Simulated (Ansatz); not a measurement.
The inner images of a band of CH$_{4}$NNaO (8 atoms, charge 0, multiplicity 1) are given out of order.

Level of theory: Ansatz 0.2.0, RKS PBE0/def2-SVPD.

Initial state:

```xyz
8
Properties=species:S:1:pos:R:3
N -0.280 1.219 0.271
C 0.447 0.106 -0.335
O -0.019 -1.133 -0.039
Na -0.554 -2.996 0.279
H -1.257 1.158 -0.009
H -0.276 1.097 1.282
H 1.507 0.241 -0.018
H 0.432 0.308 -1.431
```

Final state:

```xyz
8
Properties=species:S:1:pos:R:3
N -0.589 0.428 0.468
C 0.561 -0.056 -0.429
O 0.603 -1.383 -0.523
Na -1.016 -1.867 0.685
H -1.215 1.042 -0.047
H -0.233 0.980 1.244
H 1.485 0.395 0.014
H 0.403 0.462 -1.410
```

Task: Put them in order from the first end to the last, with their energies above the first end.
A.
```xyz
8
Properties=species:S:1:pos:R:3
N -0.398 0.805 0.341
C 0.591 0.039 -0.448
O 0.482 -1.304 -0.428
Na -1.068 -1.940 0.721
H -1.353 0.802 0.001
H -0.327 0.738 1.350
H 1.575 0.397 -0.060
H 0.498 0.464 -1.475
```
B.
```xyz
8
Properties=species:S:1:pos:R:3
N -0.530 0.503 0.427
C 0.584 -0.019 -0.445
O 0.578 -1.354 -0.504
Na -1.029 -1.869 0.694
H -1.310 0.964 -0.022
H -0.287 0.900 1.324
H 1.535 0.404 -0.029
H 0.458 0.471 -1.445
```
C.
```xyz
8
Properties=species:S:1:pos:R:3
N -0.339 1.008 0.305
C 0.561 0.102 -0.422
O 0.309 -1.221 -0.293
Na -1.018 -2.367 0.662
H -1.298 0.864 -0.004
H -0.305 0.802 1.302
H 1.583 0.373 -0.069
H 0.507 0.440 -1.482
```
D.
```xyz
8
Properties=species:S:1:pos:R:3
N -0.457 0.648 0.378
C 0.591 0.010 -0.449
O 0.538 -1.332 -0.472
Na -1.042 -1.900 0.703
H -1.355 0.883 -0.010
H -0.314 0.818 1.360
H 1.558 0.403 -0.048
H 0.482 0.470 -1.462
```
E.
```xyz
8
Properties=species:S:1:pos:R:3
N -0.305 1.131 0.285
C 0.513 0.117 -0.384
O 0.148 -1.170 -0.168
Na -0.833 -2.739 0.504
H -1.273 1.010 -0.006
H -0.289 0.949 1.287
H 1.557 0.318 -0.052
H 0.482 0.385 -1.466
```

Result: E (+0.4 kcal/mol), C (+1.4 kcal/mol), A (+2.3 kcal/mol), D (+0.8 kcal/mol), B (-4.7 kcal/mol).

Time of the run: 100 s on 2 threads of Arm Neoverse V2, on a shared host, peak memory 0.21 GiB.
